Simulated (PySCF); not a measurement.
Spectrum to structure. Level of theory: TDDFT wB97X-D/def2-SVPD, vertical, gas phase, core orbitals frozen in the response (PySCF). Geometries: GFN2-xTB, one conformer each.

```csv
state,ν̃ (cm⁻¹),f,"main configurations (H = HOMO, L = LUMO)"
S1,42230,0.0018,"H→L+2 (64%), H→L+1 (22%)"
S2,55850,0.0025,"H-1→L (33%), H-2→L (18%), H-3→L (16%)"
S3,56710,0.0022,"H-2→L (26%), H-3→L (25%), H→L (20%)"
S4,59550,0.0099,"H→L+5 (20%), H→L (19%), H-1→L (13%)"
S5,60420,0.0030,"H-4→L (27%), H-5→L (18%), H-3→L+1 (10%)"
S6,60950,0.0097,"H→L+5 (14%), H-5→L (13%), H-1→L (11%)"
S7,61810,0.0009,"H-4→L+1 (24%), H-5→L+1 (17%), H-5→L+2 (8%)"
S8,63680,0.0091,"H→L (29%), H-6→L (17%), H-5→L (12%)"
```

Triplets computed (Tamm–Dancoff): 4.48, 5.39, 6.02 eV.

Orbital energies (eV): HOMO-3 -11.66, HOMO-2 -11.07, HOMO-1 -10.96, HOMO -9.53, LUMO 0.66, LUMO+1 1.42, LUMO+2 1.54.

Problem. Which structure fits?
A. `C=N[Si@H](CC#N)OC`
B. `[H]/N=C/CCO[SiH2]C#N`
C. `CC(=O)c1csnn1`

Solution. B. Its S1, at 5.24 eV, is the highest among the candidates; the nearest of the others has S1 at 4.05 eV. S1 is HOMO→LUMO+2 (64%), HOMO→LUMO+1 (22%). Löwdin shares by element: HOMO nitrogen 57% or more, carbon 22% or more, hydrogen 8% or more; LUMO silicon 28%, carbon 22% or more, nitrogen 20% or more, hydrogen 7% or more (atoms not listed hold the other 23%). At the same level the other candidates give, for their lowest levels:
- `C=N[Si@H](CC#N)OC`: 4.05 eV (f 0.001); 6.99 eV (f 0.019); 7.07 eV (f 0.028); 7.33 eV (f 0.009); 7.46 eV (f 0.053); T1 3.52 eV; HOMO -9.17, LUMO 0.66 eV
- `CC(=O)c1csnn1`: 4.00 eV (f 0.000); 4.15 eV (f 0.001); 5.17 eV (f 0.002); 5.44 eV (f 0.074); 5.84 eV (f 0.000); T1 3.46 eV; HOMO -9.74, LUMO -0.57 eV

The values belong to the conformer `[H]/[N:8]=[CH:7]/[CH2:6][CH2:5][O:4][SiH2:3][C:2]#[N:1]`: C2–Si3–O4–C5 58°, Si3–O4–C5–C6 178°, O4–C5–C6–C7 -64°, C5–C6–C7–N8 -123°.
